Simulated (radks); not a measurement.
Values are calculated unless marked as measured or tabulated.
Charge is removed step by step from the 6s level of Re+, starting from [Xe] 4f14 5d5 6s1. Level of theory: scalar-relativistic Kohn-Sham, PBE, spin-unpolarised, spherical densities, finite nucleus; Fermi nuclear charge, rms radius 5.3698 fm (a radial shooting solver on a logarithmic mesh with Libxc functionals).

removed (e)	E - E(0) (eV)	eigenvalue (eV)	E minus straight line (eV)
0	0.000	-12.679	0.000
0.125	1.640	-13.570	-0.400
0.25	3.392	-14.470	-0.688
0.375	5.257	-15.380	-0.862
0.5	7.236	-16.299	-0.923
0.625	9.330	-17.226	-0.868
0.75	11.541	-18.163	-0.697
0.875	13.870	-19.108	-0.408
1	16.317	-20.062	0.000

Removing the whole electron costs 16.317 eV by Delta-SCF, against 12.679 eV from minus the eigenvalue at the starting occupation. Slater's transition state (half an electron removed) gives 16.299 eV. Integrating minus the eigenvalue over the occupation (Janak's theorem) gives 16.322 eV. In this scalar-relativistic scheme the density is built from large components alone, so the theorem holds only approximately. The mean slope of the eigenvalue, de/dn, is 7.38 eV per electron. Ionisation energy of Re+ in the NIST Atomic Spectra Database: 16.6 eV (semi-empirical).

Beside tabulated values, note that spin-unpolarised runs miss the spin-polarisation part of the exchange energy of open shells.
